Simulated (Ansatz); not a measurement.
`BC(CF)N=C` + H₂ → `BCN=C` + `CF` at 600 K and 1 bar (hydrogenolysis of a C–C bond).

Program: Ansatz. Geometries: PBE0-D4/def2-TZVP. ΔE: electronic, gas phase. CCSD(T)/CBS adds triple-zeta CCSD(T) − MP2 to the extrapolated MP2 energy (def2 sets, frozen cores). This one scheme is used for every species. One conformer a species, not always the lowest.

| species | CCSD(T)/CBS energy (Eh) | H − E (kJ/mol) | S (J/(mol·K)) |
| --- | --- | --- | --- |
| `BC(CF)N=C` | -297.59153 | 328.0 | 449.9 |
| H₂ | -1.17544 | 43.9 | 150.8 |
| `BCN=C` | -159.15053 | 254.4 | 370.2 |
| `CF` | -139.63461 | 127.6 | 254.6 |

H − E and S are ideal-gas, rigid-rotor, harmonic terms from PBE0-D4/def2-TZVP, for one conformer and one mirror image of each species. The MP2-based limit puts H₂ 0.8 mEh under its directly extrapolated value; such offsets cancel only in part. 1 Eh = 2625.50 kJ/mol, R = 8.31446 J/(mol·K).

Question: By hand: ΔE, ΔH, ΔS and ΔG.

Answer: ΔE = (-159.15053) + (-139.63461) − (-297.59153) − (-1.17544) = -0.01817 Eh = -47.7 kJ/mol. Δ(H − E) = 254.4 + 127.6 − 328.0 − 43.9 = 10.1, so ΔH = -37.6 kJ/mol. ΔS = 370.2 + 254.6 − 449.9 − 150.8 = 24.1 J/(mol·K). ΔG = -37.6 − 600 × (24.1)/1000 = -52.1 kJ/mol.

Question: By hand: the equilibrium constant, and the temperature at which ΔG would vanish if ΔH and ΔS stayed fixed.

Answer: log₁₀ K = −ΔG/(RT ln 10) = 4.5. ΔH and −TΔS have one sign here, so there is no such temperature.

TΔS isn't small against ΔH here. A doubt of 5 kJ/mol in ΔE shifts log₁₀ K by 0.4 here. Other conformers and mirror images would add mixing entropy, several J/(mol·K) or more a flexible species. These are equilibria of isolated gas molecules and say nothing of rates. Largest T1 diagnostic: 0.012 (customary marks: 0.02 for closed shells, 0.045 for open ones).
